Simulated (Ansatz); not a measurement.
Cost and result up the ladder for the cluster AlB₆ (the lowest doublet isomer of a short search) (7 atoms). The state is a doublet with charge 0. Geometry: r2SCAN-D4/def2-SVP.

```
atom   x (Å)   y (Å)   z (Å)
 Al1   1.162   0.807  -0.818
  B2  -1.422   0.363  -0.516
  B3   1.009   0.578   1.252
  B4   0.606  -0.930   1.091
  B5  -0.305  -1.028  -0.211
  B6  -0.474  -0.206  -1.629
  B7  -0.575   0.416   0.831
```

Ansatz on 2 threads of AMD EPYC 7R13 on a shared host. Times are rough, and most runs start from the orbitals of an earlier one. CAM-B3LYP-D4/def2-TZVP serves as the yardstick here, not as an exact answer. Differences are given only for rows in sets of like size (and for xTB, whose basis is part of the method), since another set adds its own error. Binding counts from free atoms at the same level (Al doublet, B doublet; other spins of the atoms weren't run), without zero-point energy or a counterpoise term.

B3LYP takes the VWN-RPA correlation. Correlated methods freeze 11 core orbitals. The structure comes from a short search, and lower isomers may exist.

Run but left out: HF/STO-3G, HF/6-31G, MP2/def2-TZVP, CCSD(T)/def2-TZVPP (⟨S²⟩ 1.31 to 1.70, where a pure state has 0.75).

Correlated methods converge slowly with the basis.

| level | functions | wall time |
| --- | --- | --- |
| B3LYP-D4/6-31G | 67 | 2.2 s |
| PBE-D4/def2-SVP | 102 | 2.2 s |
| PBE0-D4/def2-SVP | 102 | 3 s |
| PBE-D4/def2-TZVP | 223 | 6 s |
| PBE-D4/def2-TZVPD | 265 | 8.5 s |
| PBE0-D4/def2-TZVP (with forces) | 223 | 11 s |
| B3LYP-D4/def2-TZVP | 223 | 11 s |
| RPA@PBE/def2-TZVP | 223 | 11 s |
| CAM-B3LYP-D4/def2-TZVP | 223 | 13 s |
| r2SCAN-D4/def2-TZVP | 223 | 14 s |
| PBE0-D4/def2-TZVPD | 265 | 30 s |
| r2SCAN0-D4/def2-TZVP | 223 | 35 s |
| r2SCAN0-D4/def2-TZVPD | 265 | 48 s |

(1) Estimate what each level gives for the binding energy per atom (eV).

Results:

(1) 
```csv
level,binding energy per atom (eV),difference from CAM-B3LYP-D4/def2-TZVP (eV),remarks
B3LYP-D4/6-31G,3.62,–,–
PBE-D4/def2-SVP,4.31,–,–
PBE0-D4/def2-SVP,4.17,–,–
PBE-D4/def2-TZVP,4.22,0.47,–
PBE-D4/def2-TZVPD,4.22,0.47,–
PBE0-D4/def2-TZVP (with forces),4.08,0.32,–
B3LYP-D4/def2-TZVP,3.80,0.04,–
RPA@PBE/def2-TZVP,3.34,-0.42,–
CAM-B3LYP-D4/def2-TZVP,3.75,0.00,–
r2SCAN-D4/def2-TZVP,4.11,0.35,spin-contaminated (⟨S²⟩ 0.84)
PBE0-D4/def2-TZVPD,4.08,0.32,–
r2SCAN0-D4/def2-TZVP,3.97,0.22,spin-contaminated (⟨S²⟩ 0.88)
r2SCAN0-D4/def2-TZVPD,3.97,0.22,spin-contaminated (⟨S²⟩ 0.88)
```
